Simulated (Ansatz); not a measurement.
Basis sets compared for the cluster Ti₂O₄⁺. Total charge 1; doublet. Geometry r2SCAN-D4/def2-SVP. Ansatz on 4 threads of Arm Neoverse V2 on a shared host; times are rough, and most runs start from earlier orbitals.

```xyz
6

Ti    1.057    0.298    0.880
Ti   -0.993   -0.319   -0.787
O    -0.792    0.674    0.625
O     1.133   -0.709    2.091
O     0.684   -0.757   -0.659
O    -1.089    0.812   -2.150
```

No other spin state of charge 1 was run. The structure comes from a short search, and lower isomers may exist.

```json
{"level": "PBE-D4/def2-SVP", "functions": "118", "energy (Eh)": "-1998.6119", "HOMO (eV)": "-12.54", "LUMO (eV)": "-11.90", "wall time": "4 s"}
{"level": "PBE0-D4/def2-SVP", "functions": "118", "energy (Eh)": "-1998.5699", "HOMO (eV)": "-14.20", "LUMO (eV)": "-10.46", "wall time": "7 s"}
```

Estimate the rows for PBE-D4/def2-TZVP (with forces), PBE0-D4/def2-TZVP.


```
                         level  functions  energy (Eh)  HOMO (eV)  LUMO (eV)  wall time
PBE-D4/def2-TZVP (with forces)        214   -1999.1882     -12.60     -11.93      7.5 s
             PBE0-D4/def2-TZVP        214   -1999.1505     -14.16     -10.40       26 s
```
